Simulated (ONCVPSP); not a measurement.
## Logarithmic derivatives: nickel (Ni), ONCV

ONCVPSP 4.0.1 input, shortened (lines: element, Z, core and valence counts, functional; n l f; lmax; l rc ep ncon nbas qcut; lloc lpopt rc5 dvloc0; l nproj debl; icmod fcfact rcfact), LDA (Perdew-Wang 92), scalar-relativistic:

```
  Ni 28.00    3    4  -001012      upf
    1    0    2.00
    2    0    2.00
    2    1    6.00
    3    0    2.00
    3    1    6.00
    3    2    8.00
    4    0    2.00
    2
    0    1.30    0.00    3    6    9.60
    1    0.70    0.00    4    8   13.80
    2    0.80    0.00    5    9   10.90
    4    3    0.60    0.00
    0    2    2.80
    1    1    4.00
    2    1    0.50
    3    5.00    1.75
```

The phase is arctan(r·R′/R) of the radial function R(r), unwrapped; energies in Ha, scanned from -6 to 5 Ha. A pole is an energy at which the radial function vanishes at the test radius. The pseudo phase is shifted by a multiple of π to meet the all-electron one at the reference energy, and phase errors are pseudo minus all-electron; the curves can meet again beyond the range given. Levels narrower than the energy grid can be missing from the lists of poles.

```
channel  radius (bohr)  reference energy (Ha)  poles, all-electron  poles, pseudo  unbroken range about the reference energy with phases within 0.05 rad  phase error 1 Ha above the reference energy (rad)
      s           1.32                  -0.22                -3.57          -3.57                                                        the whole range                                             -0.000
      p           0.71                  -2.62                 none           none                                                        the whole range                                             -0.001
      d           0.81                  -0.34                 4.53           4.76                                                        the whole range                                             +0.001
```

Phases in the p channel:

| E (Ha) | all-electron | pseudo |
| --- | --- | --- |
| -5.96 | -0.093 | -0.105 |
| -5.68 | -0.179 | -0.190 |
| -5.40 | -0.266 | -0.275 |
| -5.12 | -0.350 | -0.358 |
| -4.84 | -0.433 | -0.438 |
| -4.56 | -0.511 | -0.516 |
| -4.28 | -0.586 | -0.589 |
| -4.00 | -0.656 | -0.658 |
| -3.72 | -0.721 | -0.722 |
| -3.44 | -0.781 | -0.782 |
| -3.16 | -0.837 | -0.838 |
| -2.88 | -0.889 | -0.889 |
| -2.60 | -0.936 | -0.936 |
| -2.32 | -0.980 | -0.980 |
| -2.04 | -1.020 | -1.020 |
| -1.76 | -1.056 | -1.057 |
| -1.48 | -1.090 | -1.091 |
| -1.20 | -1.122 | -1.123 |
| -0.92 | -1.151 | -1.152 |
| -0.64 | -1.178 | -1.179 |
| -0.36 | -1.203 | -1.205 |
| -0.08 | -1.226 | -1.228 |
| 0.20 | -1.248 | -1.251 |
| 0.48 | -1.268 | -1.271 |
| 0.76 | -1.287 | -1.291 |
| 1.04 | -1.305 | -1.309 |
| 1.32 | -1.321 | -1.327 |
| 1.60 | -1.337 | -1.343 |
| 1.88 | -1.352 | -1.358 |
| 2.16 | -1.366 | -1.373 |
| 2.44 | -1.380 | -1.387 |
| 2.72 | -1.392 | -1.401 |
| 3.00 | -1.405 | -1.413 |
| 3.28 | -1.416 | -1.426 |
| 3.56 | -1.427 | -1.437 |
| 3.84 | -1.438 | -1.449 |
| 4.12 | -1.448 | -1.460 |
| 4.40 | -1.458 | -1.470 |
| 4.68 | -1.467 | -1.480 |
| 4.96 | -1.476 | -1.490 |
